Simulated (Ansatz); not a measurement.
Molecule: C$_{5}$H$_{12}$O (charge 0, singlet). SMILES: CCC(O)CC
Structure (B3LYP-D3(BJ)/def2-TZVP (Ansatz, a program for electronic structure) minimum search):
```
C
H 1 1.0950
O 1 1.4320 2 103.82
H 3 0.9649 1 107.99 2 -180.00
C 1 1.5272 2 108.84 3 118.62
H 5 1.0941 1 108.52 2 67.43
H 5 1.0971 6 106.12 1 -116.35
C 5 1.5250 6 109.98 7 -118.97
H 8 1.0900 5 110.91 6 -179.32
H 8 1.0913 9 108.32 5 122.31
H 8 1.0926 9 107.60 10 116.30
C 1 1.5272 2 108.84 3 -118.62
H 12 1.0941 1 108.52 2 -67.43
H 12 1.0971 13 106.12 1 116.35
C 12 1.5250 13 109.98 14 118.97
H 15 1.0900 12 110.91 13 179.32
H 15 1.0913 16 108.32 12 -122.31
H 15 1.0926 16 107.60 17 -116.30
```

Atomisation energy built up term by term with Ansatz (kcal/mol; UHF references for open shells; valence terms freeze the core; atomic spin-orbit terms are left out). CBS marks a two-point X^-3 extrapolation of the correlation energy; Hartree-Fock from the larger set.

```csv
term,basis,kcal/mol
Hartree-Fock,cc-pVQZ,1270.16
CCSD correlation,"CBS(cc-pVTZ,cc-pVQZ)",___
(T),"CBS(cc-pVTZ,cc-pVQZ)",___
core correlation,cc-pwCVTZ,6.01
scalar relativity (X2C),cc-pVTZ-DK against cc-pVTZ,-1.22
sum: De,,___
```

**Question.** Fill in the missing entries.

**Answer.** 
- CCSD correlation, kcal/mol: 402.15
- (T), kcal/mol: 22.81
- sum: De, kcal/mol: 1699.9
